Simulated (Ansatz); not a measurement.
Al2F2H4, SMILES `[F+]1[AlH2-][F+][AlH2-]1`, one more setting.

```yaml
crystal:
  periodic: [false, false, false]
  atoms:
    - {symbol: F, position_ang: [-0.713943, -0.035984, 0.909791]}
    - {symbol: Al, position_ang: [0.061820, 1.352767, 0.308520]}
    - {symbol: F, position_ang: [0.879016, 0.026371, -0.953293]}
    - {symbol: Al, position_ang: [-0.182877, -1.438130, -0.138011]}
    - {symbol: H, position_ang: [-1.284705, 2.056207, -0.711307]}
    - {symbol: H, position_ang: [1.399110, 1.952794, 0.939540]}
    - {symbol: H, position_ang: [0.779133, -2.258587, 1.300028]}
    - {symbol: H, position_ang: [-1.118844, -2.070598, -0.735588]}
basis:
  gaussian: {orbitals: x2c-TZVPPall}
hamiltonian: {xc: {name: r2SCAN0}, dispersion: d3bjatm}
accuracy: high
output: {forces: true}
```

```sh
$ ansatz run in.yaml --threads 4 --pin off --events-out ev --progress --plain --max-ram 10444MiB
```

Shortened log:

```
Functional definition: r2SCAN0
3464 factors; integrals over basis functions are off by at most 1.5e-8 eV
mean field evaluation 1: about -18719.3353 eV, gradient 4.3e1 eV
mean field evaluation 2: about -18717.4304 eV, gradient 5.8e1 eV
mean field evaluation 4: about -18721.8621 eV, gradient 2.5e0 eV
mean field evaluation 8: about -18721.9735 eV, gradient 2.3e-1 eV
mean field evaluation 16: about -18721.9736 eV, gradient 7.3e-6 eV
mean field -18721.97356285 eV, -688.0198382252 hartree, gradient 5.9e-8 eV, S^2 0.000000; 0 other end points of the search recorded, 0 dependent functions left out
reference -18721.97356374 eV, -688.0198382581 hartree; 24, 24 occupied and 178, 178 virtual orbitals, 3464 factors
Total energy: -18722.01727678 eV, -688.0214446827 hartree
Relativity: scalar
Atom 0 at    -0.713943    -0.035984     0.909791 Å, force    -0.581970    -0.841950     0.443193 eV/Å
Atom 1 at     0.061820     1.352767     0.308520 Å, force    -0.018507     1.310204    -2.971512 eV/Å
Atom 2 at     0.879016     0.026371    -0.953293 Å, force    -1.811033    -0.815573     1.527898 eV/Å
Atom 3 at    -0.182877    -1.438130    -0.138011 Å, force     7.751296     3.445017     5.576971 eV/Å
Atom 4 at    -1.284705     2.056207    -0.711307 Å, force     1.712027    -0.604617     1.371222 eV/Å
Atom 5 at     1.399110     1.952794     0.939540 Å, force    -0.660779    -0.101343     0.112083 eV/Å
Atom 6 at     0.779133    -2.258587     1.300028 Å, force    -0.993508     0.950798    -2.126793 eV/Å
Atom 7 at    -1.118844    -2.070598    -0.735588 Å, force    -5.397527    -3.342536    -3.933063 eV/Å
Dipole moment:    -0.189510    -0.000327    -0.016311 e Å
```

Run time 14 s (4 threads of an Arm Neoverse V2 on a shared host); peak host memory 1.2 GiB.
